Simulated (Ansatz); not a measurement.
Reaction (formal exchange of groups at a B–C bond): `FB(F)C1CC1` + `C[SiH2]N` → `C[SiH2]B(F)F` + `NC1CC1`

Gas-phase electronic energies from Ansatz, PBE0-D4/def2-TZVP geometries. CCSD(T)/CBS adds triple-zeta CCSD(T) − MP2 to the extrapolated MP2 energy (def2 sets, frozen cores). Functionals use def2-TZVPP. One conformer a species, not always the lowest.

Question: Is it downhill or uphill in electronic energy at CCSD(T)/CBS, and by how much? (Estimate.)

Answer: The calculation gave: Uphill: ΔE = +38.8 kcal/mol.

Question: What do these levels give: PBE-D4, r2SCAN-D4, ωB97X-V, ωB97M-V, PBE, PBE0, MP2/def2-TZVPP, CCSD/def2-TZVPP, CCSD(T)/def2-TZVPP, SCS-MP2/def2-QZVPP, MP2/CBS(def2), CCSD/CBS(def2)? (An estimate is asked.)

Answer: The calculation gave: PBE-D4 34.0, r2SCAN-D4 38.3, ωB97X-V 36.6, ωB97M-V 38.6, PBE 33.8, PBE0 35.8, MP2/def2-TZVPP 40.6, CCSD/def2-TZVPP 38.4, CCSD(T)/def2-TZVPP 38.0, SCS-MP2/def2-QZVPP 40.3, MP2/CBS(def2) 41.4, CCSD/CBS(def2) 39.1 kcal/mol.

Largest T1 diagnostic among the species: 0.013.

From PBE to PBE0 (25 % exact exchange), in def2-TZVPP and without D4, ΔE moves by +1.9 kcal/mol.
